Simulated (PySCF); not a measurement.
Computed properties of tin monoxide (OSn), SMILES [O]=[Sn]

OSn, SMILES [O]=[Sn] (connectivity only; charge and spin as stated), neutral, multiplicity 1. Geometry optimised at PBE0-D3(BJ)/def2-TZVP. The def2 effective core potentials stand for the cores of Sn; spin–orbit coupling is left out. Other conformers were not sampled. All values are computed for the isolated molecule unless a solvent is named; none is compared with measurement here.

**Structure.** The optimised structure has C∞v symmetry. All 1 harmonic modes at PBE0-D3(BJ)/def2-TZVP (PySCF) are real, so it is a minimum.

**Vibrations.** The strongest infrared lines (harmonic, unscaled, degenerate partners summed) lie at 873 cm⁻¹ (72 km/mol, O 88 %, Sn 12 %). The softest mode is at 873 cm⁻¹ and the zero-point energy is 1.2 kcal/mol.

**Electronic structure.** HF/def2-TZVPD (PySCF) places the frontier levels at -10.46 and 0.14 eV, a gap of 10.60 eV, and gives a dipole moment of 5.30 D and a mean polarisability of 40.4 bohr³.

**Excitations.** TDA-B3LYP/def2-TZVPD (PySCF) has S1 at 3.65 eV (340 nm, f = 0.000, dark); the most intense of the 10 singlets computed lies at 3.88 eV (f = 0.08). Strengths of degenerate partners are summed. T1 (TDA) is at 2.91 eV, 0.74 eV under S1. No vertical singlet excitation falls in the visible range (under 3.1 eV).
